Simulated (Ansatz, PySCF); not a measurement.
C₄H₄BF, SMILES FB1C=CC=C1. Atoms are numbered in the order given.

```xyz
10

F      0.0000     0.0000     2.1171
B      0.0000     0.0000     0.7943
C      0.0000     1.2696    -0.1519
C      0.0000     0.7573    -1.3977
C      0.0000    -0.7573    -1.3977
C      0.0000    -1.2696    -0.1519
H      0.0000     2.3367     0.0743
H      0.0000     1.3267    -2.3325
H      0.0000    -1.3267    -2.3325
H      0.0000    -2.3367     0.0743
```
Charge 0, spin multiplicity 1.

Coordinates come from a B3LYP-D3(BJ)/def2-SVP optimisation. The structure was generated by enumeration, and PubChem lists no compound with its InChIKey, so it may never have been made.

Two levels are set side by side: PBE-D3(BJ)/def2-SVP (Ansatz, an electronic-structure program) and B3LYP-D3(BJ)/def2-SVP (Ansatz). Each level has its own optimised geometry; the coordinates shown are those of the second. Frequencies come from the Hessian of PySCF at each geometry. Differences are taken from unrounded values.

| quantity | B3LYP-D3(BJ) |
|---|---|
| mean bond length (Å) | 1.307 |
| bond F1–B2 (Å) | 1.323 |
| bond B2–C3 (Å) | 1.583 |
| bond B2–C6 (Å) | 1.583 |
| bond C3–C4 (Å) | 1.347 |
| bond C4–C5 (Å) | 1.515 |
| bond C5–C6 (Å) | 1.347 |
| bond C3–H7 (Å) | 1.091 |
| bond C4–H8 (Å) | 1.095 |
| bond C5–H9 (Å) | 1.095 |
| bond C6–H10 (Å) | 1.091 |
| highest harmonic wavenumber (cm⁻¹) | 3220 |
| mean harmonic wavenumber (cm⁻¹) | 1308 |
| zero-point energy (kcal/mol) | 44.89 |

**Question.** What does PBE-D3(BJ) give, and how far is it from B3LYP-D3(BJ)? (The exact figures need the calculation; the answer reports its results.)

**Answer.** 
| quantity | PBE-D3(BJ) | PBE-D3(BJ) minus B3LYP-D3(BJ) |
|---|---|---|
| mean bond length (Å) | 1.314 | 0.007 |
| bond F1–B2 (Å) | 1.332 | 0.009 |
| bond B2–C3 (Å) | 1.588 | 0.004 |
| bond B2–C6 (Å) | 1.588 | 0.004 |
| bond C3–C4 (Å) | 1.356 | 0.009 |
| bond C4–C5 (Å) | 1.515 | 0.001 |
| bond C5–C6 (Å) | 1.356 | 0.009 |
| bond C3–H7 (Å) | 1.098 | 0.008 |
| bond C4–H8 (Å) | 1.103 | 0.008 |
| bond C5–H9 (Å) | 1.103 | 0.008 |
| bond C6–H10 (Å) | 1.098 | 0.008 |
| highest harmonic wavenumber (cm⁻¹) | 3160 | -60 |
| mean harmonic wavenumber (cm⁻¹) | 1272 | -36 |
| zero-point energy (kcal/mol) | 43.66 | -1.23 |

GGA bonds tend to be longer and softer than those of functionals with exact exchange. Differences between two approximate levels are no errors against the true value.
